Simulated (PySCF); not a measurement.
**Deuteron quadrupole couplings in `C#CC#C[C@H](F)CC`**

Compound: C7H7F.
SMILES with atom numbers: `[CH:1]#[C:2][C:3]#[C:4][C@H:5]([F:6])[CH2:7][CH3:8]` (hydrogens: H9 on C1; H10 on C5; H11, H12 on C7; H13, H14, H15 on C8)

Cartesian coordinates in Å at the GFN2-xTB level; atoms count from 1:
```xyz
15
C7H7F angstrom
C      4.6637   -0.5423    0.1207
C      3.5012   -0.2362    0.0524
C      2.1879    0.1046   -0.0169
C      1.0187    0.3894   -0.1085
C     -0.3861    0.7385   -0.1568
F     -0.6206    1.8469    0.6478
C     -1.2638   -0.4237    0.3184
C     -2.7457   -0.1049    0.1653
H      5.6765   -0.8065    0.1779
H     -0.6635    1.0492   -1.1762
H     -1.0314   -0.6210    1.3671
H     -0.9995   -1.3082   -0.2648
H     -2.9949    0.7968    0.7203
H     -3.0003    0.0511   -0.8813
H     -3.3467   -0.9257    0.5486
```

Level: B3LYP/pcJ-1 (PySCF, non-relativistic); Q(2H) = 0.00286 b; rigid geometry, the same for H and D, with no vibrational averaging.

Question: Rank these positions by the coupling χzz of a deuteron there, largest first.
A. H10 (methine hydrogen)
B. H12 (methylene hydrogen)
C. H14 (methyl hydrogen)
D. H9 (alkyne hydrogen)

Answer: D (258 kHz), C (203 kHz), B (195 kHz), A (178 kHz).

What are Vzz, η and χzz (234.96 MHz × Q × Vzz) at all hydrogens?

```json
{"atom": "H9", "bonded to": "C1", "bond length (Å)": "1.048", "Vzz (au)": "0.3834", "η": "0.01", "χzz (kHz)": "258"}
{"atom": "H10", "bonded to": "C5", "bond length (Å)": "1.101", "Vzz (au)": "0.2653", "η": "0.05", "χzz (kHz)": "178"}
{"atom": "H11", "bonded to": "C7", "bond length (Å)": "1.092", "Vzz (au)": "0.2882", "η": "0.04", "χzz (kHz)": "194"}
{"atom": "H12", "bonded to": "C7", "bond length (Å)": "1.092", "Vzz (au)": "0.2896", "η": "0.04", "χzz (kHz)": "195"}
{"atom": "H13", "bonded to": "C8", "bond length (Å)": "1.088", "Vzz (au)": "0.2995", "η": "0.02", "χzz (kHz)": "201"}
{"atom": "H14", "bonded to": "C8", "bond length (Å)": "1.088", "Vzz (au)": "0.3023", "η": "0.04", "χzz (kHz)": "203"}
{"atom": "H15", "bonded to": "C8", "bond length (Å)": "1.087", "Vzz (au)": "0.3049", "η": "0.03", "χzz (kHz)": "205"}
```

How does χzz go with the bond length over the 7 C–H bonds?

A straight-line fit has a slope of -14.6 kHz for each 0.01 Å, with a correlation coefficient of -1.00, over lengths from 1.048 to 1.101 Å. The longer bonds have the smaller couplings here.

Give the 2H NMR doublet splittings at H15 for a magnetic field along the z, y and x axes of the gradient: 3χ/2, 3χ(1 + η)/4, 3χ(1 − η)/4.

With |χ| = 204.9 kHz and η = 0.028: 307, 158 and 149 kHz, to first order and without motion.

One conformer (not necessarily the lowest) at the GFN2-xTB geometry, without solvent, vibrations or thermal averaging. GFN2-xTB bond lengths can be off by several hundredths of an ångström, more for odd bonds, and the gradients follow them. A larger basis could move these couplings by a tenth or more.
